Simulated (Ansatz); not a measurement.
Coupled-cluster diagnostics for ZnI₂⁻ (the lowest doublet isomer of a short search), Ansatz.

Geometry of the doublet (r2SCAN-D4/def2-TZVPD):

Cartesian coordinates in Å:
```
Zn -0.2937 0.8065 0.2438
I -1.3633 -0.4352 -1.8356
I 1.6570 -0.3713 1.5918
```

In the def2 sets I takes a core potential; there is no spin–orbit coupling. Correlated methods freeze 17 core orbitals; core or outer-core shells of I are correlated, in sets that lack core-valence functions. In the quartet, I2 and I3 lie 3.26 Å apart (atoms count from 1), so these atoms are partly bonded to each other. The structure comes from a short search, and lower isomers may exist.

Geometry of the charge -1 quartet (r2SCAN-D4/def2-TZVPD):

```xyz
3

Zn   -0.3254   -1.1717   -0.9207
I     1.7090    0.5654   -0.0601
I    -1.3836    0.6063    0.9809
```

(1) Estimate the CCSD(T) correlation energy, the shares of MP2 and (T), T1 and the reference's ⟨S²⟩ for: charge -1, doublet, own geometry in def2-SVPD; charge -1, quartet, own geometry in def2-SVPD; and the rough time on 4 threads of Arm Neoverse V2 on a shared host.

Results:

(1) 
| state | basis | correlation (eV) | MP2 share (%) | (T) share (%) | T1 | ⟨S²⟩ (pure) | wall time |
| --- | --- | --- | --- | --- | --- | --- | --- |
| charge -1, doublet, own geometry | def2-SVPD | -15.113 | 98.3 | 2.8 | 0.011 | 0.75 (0.75) | 12 s |
| charge -1, quartet, own geometry | def2-SVPD | -14.887 | 97.9 | 2.9 | 0.011 | 3.77 (3.75) | 10 s |
Customary marks for T1 are 0.02 (closed shells), 0.045 (open shells) and about 0.05 (3d metals). T1 stays under 0.02 throughout.
